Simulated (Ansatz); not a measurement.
Reaction (formal loss of a carbene): `[CH3][Al]([F])[SH]` → `[CH2]` (triplet) + `[F][AlH][SH]`

Calculated with Ansatz (gas phase, PBE0-D4/def2-TZVP geometries, no zero-point term in ΔE). CBS: MP2 limit from def2 TZ/QZ plus the TZ coupled-cluster correction, frozen cores. This one scheme is used for every species. Functionals use def2-TZVPP. B3LYP here is the variant with VWN-RPA as its local correlation; programs differ in this. Triplets are unrestricted, without spin–orbit coupling. Each species was taken in one conformer, which may not be the lowest.

```
         level  ΔE (kJ/mol)  difference from CCSD(T)/CBS
       BLYP-D4        477.0                         -7.6
     r2SCAN-D4        465.7                        -18.9
      B3LYP-D4        477.3                         -7.3
  CAM-B3LYP-D4        480.8                         -3.8
        B2PLYP        475.6                         -9.0
          BLYP        466.1                        -18.5
       r2SCANh        462.1                        -22.5
  HF/CBS(def2)        331.3                       -153.3
 MP2/CBS(def2)        499.1                         14.5
CCSD/CBS(def2)        473.1                        -11.5
   CCSD(T)/CBS        484.6                            0
```

Task: What do rigid-rotor, harmonic-oscillator terms from PBE0-D4/def2-TZVP frequencies (298.15 K, 1 bar) make of the CCSD(T)/CBS value? (An estimate is asked.)

Result: The calculation gave: ΔZPE = -30.5 kJ/mol, ΔH = +458.6 kJ/mol, ΔS = 140 J/(mol·K), ΔG = +416.8 kJ/mol. Open shells count their whole term as degenerate. Modes under 50 cm⁻¹ make the entropy rough.

Largest T1 diagnostic among the species: 0.012.

Leaving LDA and LC-ωPBE aside and taking each functional with its dispersion term where it has one, the values, not all of them listed here, spread over 31.8 kJ/mol, from r2SCAN0-D4 to ωB97X-V. LDA lies +69.3 kJ/mol from PBE without D4. At CCSD(T), def2-SVP lies −27.5 kJ/mol from the extrapolated value and def2-TZVPP −12.5 kJ/mol. From PBE to PBE0 (25 % exact exchange), in def2-TZVPP and without D4, ΔE moves by −8.5 kJ/mol.
